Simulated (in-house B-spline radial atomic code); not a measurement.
Correlation energy from the adiabatic connection: −Z/r, Z = 0.531, wall at 8.85 bohr

Two electrons in a singlet, external potential −Z/r, Z = 0.531, wall at 8.85 bohr (atomic units). Full CI in B-splines (partial waves to l = 8, correlation up to 0.6 % small) with the density held fixed gives W(λ) = <V_ee>_λ − U, and E_c is the integral of W(λ) − W(0) from 0 to 1.

```tsv
λ	W(λ) − W(0) (hartree)
0	0.00000
0.02	-0.00189
0.05	-0.00459
0.12	-0.01030
0.25	-0.01914
0.4	-0.02720
0.6	-0.03550
0.8	-0.04189
1	-0.04697
```

(1) Integrate the table by the trapezoid rule.

(2) Now use only three numbers: W(0) = -0.24262, the initial slope W'(0) = -0.09646 (extrapolated from the first points) and the strong-coupling limit of the point-charge-plus-continuum model, W∞ = -0.28142. What do second-order theory and the interpolation W(λ) = W∞ + (W(0) − W∞)/√(1 + 2χλ) of Seidl, Perdew and Levy give?

Results:

(1) The strips give -0.00002, -0.00010, -0.00052, -0.00191, -0.00348, -0.00627, -0.00774, -0.00889, which sum to -0.02892 hartree. The direct value, W(1) − W(0) + T_c with T_c = 0.01792, is -0.02906; the curve is convex, so chords lie above it and the trapezoids fall short in size by 0.47 %.

(2) Second order keeps the slope alone: E_c = W'(0)/2 = -0.04823, +66 % in size against -0.02906. Matching the slope fixes χ = W'(0)/(W∞ − W(0)) = -0.09646/(-0.03880) = 2.48608. Integrating, with s = √(1 + 2χ) = 2.443801, E_c = −(W(0) − W∞)(s − 1)/(s + 1) = −0.03880 × 1.443801/3.443801 = -0.01627 hartree, -44.0 % in size against the full result. At λ = 1 the formula gives W − W(0) = -0.02292 against -0.04697. Part of the miss can come from the model's W∞, which here lies above the computed W at λ = 10, -0.32948.
